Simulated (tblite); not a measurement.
Species: C7H10O2.
SMILES with atom numbers: `[CH3:1][C:2]([CH3:3])([CH3:4])[C:5]#[C:6][C:7](=[O:8])[OH:9]` (hydrogens: H10, H11, H12 on C1; H13, H14, H15 on C3; H16, H17, H18 on C4; H19 on O9)

The geometry is computed with GFN2-xTB (gas phase).

Q: Give the optimised bond lengths and angles.

A: 
| bond | length (Å) |
| --- | --- |
| C1–C2, C2–C3, C2–C4 | 1.533 |
| C2–C5 | 1.452 |
| C5≡C6 | 1.203 |
| C6–C7 | 1.434 |
| C7=O8 | 1.204 |
| C7–O9 | 1.343 |
| C1–H10 and 8 like bonds | 1.088 |
| O9–H19 | 0.970 |

Bonds in one row agree within 0.01 Å and their mean is given. A selection of angles:
| angle | degrees |
| --- | --- |
| C2–C1–H10 | 110.5 |
| C2–C1–H12 | 109.8 |
| H10–C1–H11 | 108.5 |
| H10–C1–H12 | 108.7 |
| C1–C2–C3 | 110.2 |
| C1–C2–C5 | 108.4 |
| C3–C2–C5 | 108.8 |
| C2–C5–C6 | 179.2 |
| C5–C6–C7 | 176.8 |
| C6–C7–O8 | 124.8 |
| C6–C7–O9 | 112.0 |
| O8–C7–O9 | 123.2 |
| C7–O9–H19 | 109.7 |

Torsions: H19–O9–C7–C6 180° (antiperiplanar). The mirror-image conformer, all signs reversed, is as good.

The 6 C–C bonds span 1.203 Å (C5≡C6, drawn triple) to 1.534 Å (C1–C2, drawn single), a spread of 0.331 Å. The C–O distances run from 1.204 Å (C7=O8, drawn double) to 1.343 Å (C7–O9, drawn single), a spread of 0.139 Å.

Point group: C1 (no symmetry element, even within 0.4 Å). Its lowest GFN2-xTB frequency is 8i cm⁻¹, too small to tell a flat minimum from a shallow saddle. The numbers are those of one conformer (C6–C7–O9–H 180°).

On one thread of an Arm Neoverse V1, shared host with 32 logical CPUs at a one-minute load of 9.3, this took 0.15 s. These figures are those of the optimisation.
